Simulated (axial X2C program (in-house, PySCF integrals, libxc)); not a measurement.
## Which molecule gave these maps?

PBE0 fields computed with an axial X2C code built on PySCF integrals, scalar-relativistic, near the equilibrium distance, one atom at z = 0.

The maps cover the half plane through the axis: z from -2.4 to 4.8 Å along the bond, ρ from 0.15 to 2.25 Å away from it (steps of 0.3 Å, the bottom row nearest the axis).

log10 of the density in e/bohr³:

digits 0 to 9 span -4.57 to 1.83 evenly
```
0111222222222222222111000
1122233333333333322221100
1122333444333333333322110
1223344444444444444332210
2233444555444445554433211
2234455666554556665543221
2334456777655567776543321
2334456898655567987644321
```

Electron localisation function (collinear form, no current term, damped to 0 at low density):

digits 0 to 9 span 0.00 to 1.00 evenly
```
0001345554321000000000000
0013567766532110000000000
0135677877643111111000000
0246787776653211111100000
1356776434454222222110000
1357753232244234554210000
1467633676324347676310000
1467525474524354737410000
```

Axial spin density in 10⁻³ e/bohr³:

digits 0 to 9 span -10.18 to 10.18 evenly, values beyond are clipped
```
5555555555555555555555555
5555556666665555555555555
5555667888766666665555555
5556689999987667776555555
5556799999997668997555544
5556899999997558997544444
5557999373896359669544444
5567994999475399999944444
```

**Question.** Which molecule is it?
A. MnI
B. TaCl
C. AtS
D. PdSb

**Answer.** D. PdSb, with Sb at z = 0 and Pd at z = 2.473 Å, state M_S = 3/2, Λ = 0 (beyond evenly filled blocks: σα, π+α, π-α), basis Sb dyall-cv3z [11s12p8d4f1g], Pd dyall-cv3z [12s12p8d5f3g] (cores contracted in-house). One determinant describes the state; a PBE0 search over occupations chose it and may have missed a lower one. Other states lie close and PBE0, whose exact exchange favours high spin, may order them wrongly; the determinant shown need not be the ground state. The nearest other spin-free determinant of the search, M_S = 1/2, Λ = 0, lies 0.25 eV up at the distance of the search.
